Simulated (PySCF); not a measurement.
A made-up structure of GeSiH4O, singlet:

```tsv
atom	x (Å)	y (Å)	z (Å)
O1	-1.6375	-1.6153	1.1546
Si2	-0.7630	-1.1560	-0.0016
Ge3	0.5280	0.8512	0.0290
H4	-0.6405	-1.9459	-1.2662
H5	-2.1218	-2.2613	1.6923
H6	0.2157	1.6566	1.2924
H7	2.0177	0.4736	-0.0114
```

It is relaxed with PBE-D4/def2-SVP and then PBE0-D4/def2-TZVP (PySCF 2.14 with density fitting (its default auxiliary sets; JK sets also for MP2 and CCSD(T))). Atoms count as bonded within 1.22 times the sum of their covalent radii (H–H: 0.88 Å). The end point is not checked to be a true minimum.

Q: Does its bonding change? (A judgement: the text doesn't fix the answer.)

A: Computed: No: no bond forms or breaks.

Where it ends: The first stage lowers the energy by 1.18 eV in 22 steps. It ends as GeSiH₄O ([OH][SiH][GeH2]):
O1  (-1.607, -1.331, 1.603)
Si2  (-0.425, -1.190, 0.478)
Ge3  (0.350, 0.795, -0.280)
H4  (-0.559, -2.339, -0.471)
H5  (-2.241, -2.045, 1.509)
H6  (0.648, 1.716, 0.929)
H7  (1.727, 0.384, -0.870)
(Å)

Labels in which every atom is bracketed show which atoms are joined, not bond orders.

For scale, one of the runs: PBE0-D4/def2-TZVP relaxation, 140 basis functions, launched by `OMP_NUM_THREADS=2 python run.py`. Time: 86 s of wall clock on 2 CPU threads of an Intel Xeon Platinum 8488C; the host was shared. Peak host memory: 1.3 GiB.
